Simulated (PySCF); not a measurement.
All values below come from PBE-D3(BJ)/def2-TZVP // TPSS-D3(BJ)/def2-SVP (PySCF 2.14.0). All species are isolated molecules in the gas phase. 

Reference species: [Zn(F)(Br)] (neutral, multiplicity 1).

```
Item                                                           Result
------------------------------------------------------------  -------
charge on the central atom (meta-Löwdin)                       1.25 e
mean distance from the central atom to its bonded neighbours  1.986 Å
```

Changed species: [Zn(F)2] (0 of 2 F replaced by Br; the reference has 1 of 2 F replaced by Br).

Question: What does the change do to the charge on the central atom (meta-Löwdin) and mean distance from the central atom to its bonded neighbours?

Answer: the charge on the central atom (meta-Löwdin) goes up by 0.12 e, to 1.37 e; the mean distance from the central atom to its bonded neighbours falls by 0.250 Å, to 1.736 Å.
